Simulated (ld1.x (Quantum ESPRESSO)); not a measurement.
# How hard is this As (Z = 33) PAW potential?

- Element: As
- Generator: ld1.x (Quantum ESPRESSO) 7.5
- Type: PAW
- Functional: PBE
- Relativity: scalar-relativistic
- Frozen core: [Ar]
- Valence charge: 15
- Reference configuration: 3d10 4s2 4p3
- Partial waves: 4s (bound): rcut 1.30, rcutus 1.80 bohr; 4s channel at 4.05 Ry: rcut 1.30, rcutus 1.80 bohr; 4p (bound): rcut 1.85, rcutus 2.30 bohr; 4p channel at 1.3 Ry: rcut 1.85, rcutus 2.30 bohr; 3d (bound): rcut 1.05, rcutus 1.35 bohr; 3d channel at -1.55 Ry: rcut 1.05, rcutus 1.35 bohr
- Local potential: all-electron potential smoothed inside 1.75 bohr (lloc = -1)
- Core correction: Bessel-smoothed model core, default radius (core density twice the valence density)
- Augmentation charge: PSQ, inside the norm-conserving radii

The pseudo-atom Hamiltonian at the reference potential is diagonalised in spherical Bessel functions j_l(qr) that vanish at 20 bohr, with q² up to the cutoff. All-electron valence levels (Ry): 4s -1.0653, 4p -0.3818, 3d -2.9874.

How do the lowest levels (Ry) of each channel move with the cutoff, and are there ghosts?

| cutoff (Ry) | s #1 | p #1 | d #1 | d #2 | f #1 | Σ f·Δε (mRy) |
| --- | --- | --- | --- | --- | --- | --- |
| 8 | -1.0632 | -0.3757 | -0.3260 | 0.0652 | 0.1127 | 26636.9 |
| 18 | -1.0651 | -0.3818 | -2.3132 | 0.0618 | 0.1127 | 6742.9 |
| 35 | -1.0653 | -0.3818 | -2.9236 | 0.0613 | 0.1127 | 638.5 |
| 60 | -1.0653 | -0.3818 | -2.9863 | 0.0610 | 0.1127 | 10.8 |
| 100 | -1.0653 | -0.3818 | -2.9873 | 0.0607 | 0.1127 | 1.2 |
| 160 | -1.0653 | -0.3818 | -2.9874 | 0.0607 | 0.1127 | 0.2 |
| 400 | -1.0653 | -0.3818 | -2.9874 | 0.0607 | 0.1127 | 0.0 |

Result: no extra level below or beside the all-electron valence levels (s, p, d, f tested); 10 mRy is reached at 70 Ry and 1 mRy at 120 Ry.

1 of 7 tests not solved or not reliable.
